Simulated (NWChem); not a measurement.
System: C$_{4}$H$_{5}$NO; SMILES CO/C=C/C#N

NWChem input:

```
start job
memory heap 200 mb stack 900 mb global 1100 mb
geometry units angstroms noautosym nocenter noautoz
  C     -0.644652    -2.292820     0.000000
  O      0.638501    -1.667335     0.000000
  C      0.683306    -0.329871     0.000000
  C     -0.358553     0.531133     0.000000
  C     -0.134423     1.935608     0.000000
  N      0.031768     3.088677     0.000000
  H     -0.454677    -3.366334     0.000000
  H     -1.211857    -2.014696     0.896187
  H     -1.211857    -2.014696    -0.896187
  H      1.710699     0.021958     0.000000
  H     -1.390226     0.196970     0.000000
end
basis spherical
  C library 6-31g*
  O library 6-31g*
  N library 6-31g*
  H library 6-31g*
end
dft
  xc hfexch
  iterations 150
  mulliken
end
task dft energy
esp
  recalculate
  probe 0.07
  range 0.3
  factor 1.0
  spacing 0.02
end
task esp
```

Output (shortened):

```
             Northwest Computational Chemistry Package (NWChem) 7.3.0
             --------------------------------------------------------

                             Geometry "geometry" -> ""
                             -------------------------

 Output coordinates in angstroms (scale by  1.889725989 to convert to a.u.)

  No.       Tag          Charge          X              Y              Z
 ---- ---------------- ---------- -------------- -------------- --------------
    1 C                    6.0000    -0.64465200    -2.29282000     0.00000000
    2 O                    8.0000     0.63850100    -1.66733500     0.00000000
    3 C                    6.0000     0.68330600    -0.32987100     0.00000000
    4 C                    6.0000    -0.35855300     0.53113300     0.00000000
    5 C                    6.0000    -0.13442300     1.93560800     0.00000000
    6 N                    7.0000     0.03176800     3.08867700     0.00000000
    7 H                    1.0000    -0.45467700    -3.36633400     0.00000000
    8 H                    1.0000    -1.21185700    -2.01469600     0.89618700
    9 H                    1.0000    -1.21185700    -2.01469600    -0.89618700
   10 H                    1.0000     1.71069900     0.02195800     0.00000000
   11 H                    1.0000    -1.39022600     0.19697000     0.00000000

 Effective nuclear repulsion energy (a.u.)     200.0858896031

  xc_inp: hfexch multiplicative factor not found.

                                 NWChem DFT Module
                                 -----------------

 Summary of "ao basis" -> "ao basis" (spherical)
 ------------------------------------------------------------------------------
       Tag                 Description            Shells   Functions and Types
 ---------------- ------------------------------  ------  ---------------------
 C                           6-31g*                  6       14   3s2p1d
 O                           6-31g*                  6       14   3s2p1d
 N                           6-31g*                  6       14   3s2p1d
 H                           6-31g*                  2        2   2s

            General Information
            -------------------
          SCF calculation type: DFT
          Wavefunction type:  closed shell.
          No. of atoms     :    11
          No. of electrons :    44
           Alpha electrons :    22
            Beta electrons :    22
          Charge           :     0
          Spin multiplicity:     1
          Use of symmetry is: off; symmetry adaption is: off
          Maximum number of iterations: 150
          AO basis - number of functions:    94
                     number of shells:    46
          Convergence on energy requested:  1.00D-06
          Convergence on density requested:  1.00D-05
          Convergence on gradient requested:  5.00D-04

              XC Information
              --------------
                     Hartree-Fock (Exact) Exchange  1.000

      Superposition of Atomic Density Guess
      -------------------------------------

 Sum of atomic energies:        -282.18026977

      Non-variational initial energy
      ------------------------------

 Total energy =    -285.335826
 1-e energy   =    -778.274667
 2-e energy   =     292.852951
 HOMO         =      -0.266917
 LUMO         =       0.006713

     ---------------------------------------------
      Total Density - Mulliken Population Analysis
     ---------------------------------------------

    Atom       Charge   Shell Charges
 -----------   ------   -------------------------------------------------------
    1 C    6     6.24   2.00  0.70  1.85  0.63  1.01  0.05
    2 O    8     8.57   2.00  0.92  2.94  0.90  1.78  0.02
    3 C    6     5.58   2.00  0.71  1.65  0.47  0.69  0.06
    4 C    6     6.38   2.00  0.72  1.99  0.50  1.14  0.03
    5 C    6     5.36   2.00  0.73  1.61  0.42  0.55  0.06
    6 N    7     7.92   2.00  0.88  2.46  0.99  1.55  0.03
    7 H    1     0.79   0.48  0.31
    8 H    1     0.80   0.48  0.33
    9 H    1     0.80   0.48  0.33
   10 H    1     0.81   0.48  0.33
   11 H    1     0.75   0.45  0.29

   convergence    iter        energy       DeltaE   RMS-Dens  Diis-err
 ---------------- ----- ----------------- --------- --------- ---------
 d= 0,ls=0.0,diis     1   -283.5198229944 -4.84D+02  1.07D-02  8.46D-01
 d= 0,ls=0.0,diis     2   -283.5909590498 -7.11D-02  5.45D-03  5.19D-01
 d= 0,ls=0.0,diis     3   -283.6469403085 -5.60D-02  1.43D-03  1.65D-02
 d= 0,ls=0.0,diis     4   -283.6497942031 -2.85D-03  4.27D-04  2.07D-03
 d= 0,ls=0.0,diis     5   -283.6501076937 -3.13D-04  1.59D-04  1.10D-04
  Resetting Diis
 d= 0,ls=0.0,diis     6   -283.6501367573 -2.91D-05  5.34D-05  1.55D-05
 d= 0,ls=0.0,diis     7   -283.6501409475 -4.19D-06  1.57D-05  2.17D-06
 d= 0,ls=0.0,diis     8   -283.6501415082 -5.61D-07  7.19D-06  6.44D-07

         Total DFT energy =     -283.650141508218
      One electron energy =     -780.845216406956
           Coulomb energy =      334.399629421243
    Exchange-Corr. energy =      -37.290444125593
 Nuclear repulsion energy =      200.085889603088

 Numeric. integr. density =        0.000000000000

                       DFT Final Molecular Orbital Analysis
                       ------------------------------------

 Vector   20  Occ=2.000000D+00  E=-4.937625D-01
              MO Center= -5.5D-02,  1.4D+00,  2.7D-15, r^2= 4.1D+00
   Bfn.  Coefficient  Atom+Function         Bfn.  Coefficient  Atom+Function
  ----- ------------  ---------------      ----- ------------  ---------------
    61      0.341007   5 C  pz               75      0.340800   6 N  pz
    19     -0.249756   2 O  pz               79      0.213621   6 N  pz
    23     -0.206639   2 O  pz               65      0.198553   5 C  pz
    47      0.178555   4 C  pz               51      0.119901   4 C  pz
     5      0.102975   1 C  pz               88      0.076841   8 H  s

 Vector   21  Occ=2.000000D+00  E=-4.517868D-01
              MO Center= -7.3D-02,  2.3D+00,  9.8D-17, r^2= 1.8D+00
   Bfn.  Coefficient  Atom+Function         Bfn.  Coefficient  Atom+Function
  ----- ------------  ---------------      ----- ------------  ---------------
    73      0.418964   6 N  px               59      0.369917   5 C  px
    77      0.271134   6 N  px               63      0.252221   5 C  px
    49     -0.109752   4 C  px               45     -0.107131   4 C  px
    93      0.088319  11 H  s                31      0.070342   3 C  px
    94      0.066437  11 H  s                32     -0.064511   3 C  py

 Vector   22  Occ=2.000000D+00  E=-3.593663D-01
              MO Center=  5.2D-02,  6.9D-01,  3.8D-16, r^2= 3.4D+00
   Bfn.  Coefficient  Atom+Function         Bfn.  Coefficient  Atom+Function
  ----- ------------  ---------------      ----- ------------  ---------------
    47      0.354837   4 C  pz               51      0.331033   4 C  pz
    75     -0.285284   6 N  pz               33      0.254835   3 C  pz
    19     -0.251920   2 O  pz               23     -0.234346   2 O  pz
    79     -0.212979   6 N  pz               37      0.190500   3 C  pz
    61     -0.129613   5 C  pz               65     -0.107316   5 C  pz

 Vector   23  Occ=0.000000D+00  E= 1.223242D-01
              MO Center=  2.6D-01,  5.2D-01,  1.6D-15, r^2= 3.4D+00
   Bfn.  Coefficient  Atom+Function         Bfn.  Coefficient  Atom+Function
  ----- ------------  ---------------      ----- ------------  ---------------
    37      0.643191   3 C  pz               51     -0.434151   4 C  pz
    33      0.404951   3 C  pz               79      0.312151   6 N  pz
    23     -0.243917   2 O  pz               75      0.234310   6 N  pz
    47     -0.232405   4 C  pz               65     -0.223424   5 C  pz
    19     -0.185667   2 O  pz               61     -0.180977   5 C  pz

[...]

                     NWChem Electrostatic Potential Fit Module
                     -----------------------------------------

 Atom parameters

 Number of atoms is                                   11
 Number of basis functions is                         94

 Grid parameters

 Maximum number of grid points is                  41632
 Number of grid points is                          41631
 Grid range                                     0.300000 nm
 Grid spacing                                   0.020000 nm
 Probe radius                                   0.070000 nm
 Atom radius factor                             1.000000

 Atomic radii

    1    0.100000
    6    0.147000
    7    0.140000
    8    0.136000
 FASTESP  F
  using M.O. file = ./job.movecs

    Atom              Coordinates                           Charge

                                                  ESP

    1 C    -0.064465   -0.229282    0.000000    0.283123
    2 O     0.063850   -0.166734    0.000000   -0.410628
    3 C     0.068331   -0.032987    0.000000    0.321455
    4 C    -0.035855    0.053113    0.000000   -0.471388
    5 C    -0.013442    0.193561    0.000000    0.433338
    6 N     0.003177    0.308868    0.000000   -0.509792
    7 H    -0.045468   -0.336633    0.000000    0.021254
    8 H    -0.121186   -0.201470    0.089619    0.001019
    9 H    -0.121186   -0.201470   -0.089619    0.000875
   10 H     0.171070    0.002196    0.000000    0.110028
   11 H    -0.139023    0.019697    0.000000    0.220715
                                            ------------
                                               -0.000000

 Dipole moment                                  2.111054

 Quadrupole moment Qxx                         12.105663
                   Qyy                        -15.712005
                   Qzz                          3.606342

 RMS deviation kJ/mol                           0.064489

 RRMS %                                        19.256069
```

Level: Hartree-Fock/6-31G* (spherical d). Coordinates come from a B3LYP/6-31G* (spherical d) optimisation.
